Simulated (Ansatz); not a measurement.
Compare A (`CNC1C[SiH2]1`) with its isomer B (`C=C[SiH2]CN`).

Isolated molecules relaxed with PBE0-D4/def2-TZVP in Ansatz; ΔE leaves out vibrations. CBS: MP2 limit from def2 TZ/QZ plus the TZ coupled-cluster correction, frozen cores. DFT in def2-TZVPP. One conformer a species, not always the lowest.

A:

```xyz
14

C     0.0996    0.2036   -2.0101
N    -0.3507   -0.5637   -0.8668
C    -0.4396    0.2055    0.3371
C     0.8956    0.4050    1.0833
Si   -0.3225   -0.6556    1.9798
H     0.1191   -0.4327   -2.8975
H     1.1180    0.5579   -1.8318
H    -0.5259    1.0851   -2.2256
H    -1.2326   -1.0150   -1.0652
H    -1.0444    1.1201    0.2944
H     1.1219    1.4066    1.4331
H     1.7415   -0.0983    0.6250
H    -0.1212   -2.1181    2.0079
H    -1.0587   -0.1005    3.1362
```

B:

```xyz
14

C     1.109   -2.246   -0.388
C     0.853   -0.962   -0.626
Si   -0.838   -0.206   -0.430
C    -0.825    1.135    0.903
N     0.092    2.250    0.643
H     0.329   -2.935   -0.076
H     2.104   -2.671   -0.497
H     1.683   -0.333   -0.945
H    -1.242    0.444   -1.713
H    -1.800   -1.302   -0.115
H    -1.836    1.537    1.030
H    -0.567    0.692    1.870
H     1.049    1.921    0.598
H    -0.111    2.678   -0.253
```

Task: Which is lower in electronic energy at CCSD(T)/CBS, and by how much? (Estimate.)

Result: Ansatz gave: B, by 18.8 kcal/mol.

Task: Give E(B) − E(A) in kcal/mol with MP2/def2-TZVPP, CCSD(T)/def2-TZVPP, ωB97M-V, BLYP-D4, r2SCAN-D4, PBE-D4, HF/def2-TZVPP. (Estimate.)

Result: Ansatz gave: MP2/def2-TZVPP -16.3, CCSD(T)/def2-TZVPP -18.6, ωB97M-V -17.1, BLYP-D4 -20.5, r2SCAN-D4 -15.8, PBE-D4 -14.8, HF/def2-TZVPP -24.6. None reverses the order clearly.

Task: Does the order hold for the free energy at 298.15 K (harmonic terms from PBE0-D4)? (Estimate.)

Result: Computed: Yes: G(B) − G(A) = -20.7 kcal/mol, for one conformer each. Modes under 60 cm⁻¹, often nearly free rotors, make the harmonic entropy too high.

Largest T1 diagnostic: 0.011.

At CCSD(T), def2-SVP lies +3.7 kcal/mol from the extrapolated value and def2-TZVPP +0.2 kcal/mol. Leaving LDA and LC-ωPBE aside and taking each functional with its dispersion term where it has one, the values spread over 6.1 kcal/mol, from BLYP-D4 to PBE0-D4. LDA lies +6.7 kcal/mol from PBE without D4.
